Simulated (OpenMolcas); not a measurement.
A run on Ti2+ among 5 point charges of -0.98 e arranged as a square pyramid (C4v), 2.07 Å from the ion, with the axial distance 2.091 Å.

```yaml
Program: OpenMolcas
Method: "SS-CASPT2, IPEA 0.25 Eh, imaginary shift 0.1 Eh (closed shells correlated: 3s 3p)"
Basis: ANO-RCC-VDZP [5s4p2d1f]
Scalar_Hamiltonian: DKH2, point nucleus
Active_space: 2 electrons in 5 orbitals (3d)
State_averaging: 2S+1 = 3 even, 10 roots; 2S+1 = 1 even, 15 roots
Spin-orbit_coupling: state interaction with AMFI integrals over the reference wave functions
```

First CASPT2 step and the start of its output:

```
&CASPT2
Multistate=10 1 2 3 4 5 6 7 8 9 10
NoMult
Frozen=5
IPEA=0.25
Imaginary=0.1
MaxIter=60
WThr=0.0 0.3 0.05
PrWF=0.5
NoMix
```

```
--- CASPT2 ---
Orbital specifications:
      -----------------------

      Symmetry species                           1
                                                 a
      Frozen orbitals                            5
      Inactive orbitals                          4
      Active orbitals                            5
      Secondary orbitals                        20
      Deleted orbitals                           0
      Number of basis functions                 34
Type of calculation                        SS-CASPT2
      Fock operator                              state-specific
      IPEA shift                                 0.25
      Real shift                                 0.00
      Imaginary shift                            0.10
      The input orbitals will be transformed to quasi-canonical
Reference energy:        -854.5883577853
      E2 (Non-variational):      -0.2389281813
      Shift correction:          -0.0002785112
      E2 (Variational):          -0.2392066925
      Total energy:            -854.8275644778
      Residual norm:              0.0000008421
      Reference weight:           0.94722
      Contributions to the CASPT2 correlation energy
      Active & Virtual Only:         -0.0089218398
      One Inactive Excited:          -0.0752802930
      Two Inactive Excited:          -0.1547260485
Reference energy:        -854.5883577853
      E2 (Non-variational):      -0.2389282074
      Shift correction:          -0.0002785138
      E2 (Variational):          -0.2392067212
      Total energy:            -854.8275645065
      Residual norm:              0.0000008422
      Reference weight:           0.94722
      Contributions to the CASPT2 correlation energy
      Active & Virtual Only:         -0.0089218486
...
```

Over all roots the printed reference weights run from 0.16 to 0.95, and roots that are degenerate in the reference spread by up to 0.0066 cm-1.

Problem. Did the run give usable levels, and if not, why?

Solution. No. The equations converged, but the reference weight falls to 0.16 for at least one root against 0.95 for the best. A drop of that size marks an intruder state, so the energies of such roots and the levels built on them can't be trusted.
